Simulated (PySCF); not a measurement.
C4H4N, SMILES [c]1cc[nH]c1, multiplicity 2.

Geometry optimised at PBE0-D3(BJ)/def2-SVP. The isomer is the one that the SMILES or the coordinates give; other isomers of the formula were not compared.

All values below come from CAM-B3LYP/def2-TZVP run with PySCF.

Gas-phase values at a fixed geometry.

```
Item                                                                                                            Result
---------------------------------------------------------------------------------------------  -----------------------
total energy                                                                                        -209.43798 hartree
point group                                                                                                         Cs
α spin, highest occupied and lowest empty level                                                      -7.57 and 1.81 eV
β spin, highest occupied and lowest empty level                                                     -7.50 and -1.16 eV
dipole moment                                                                                                   2.62 D
quadrupole, principal values (traceless, Buckingham form, about the centre of nuclear charge)    -7.64, 0.88, 6.76 D·Å
mean static polarisability                                                                        48.5 bohr³ (7.18 Å³)
polarisability, principal values                                                                32.7, 54.0, 58.7 bohr³
⟨S²⟩                                                                                           0.758 (pure state 0.75)
```
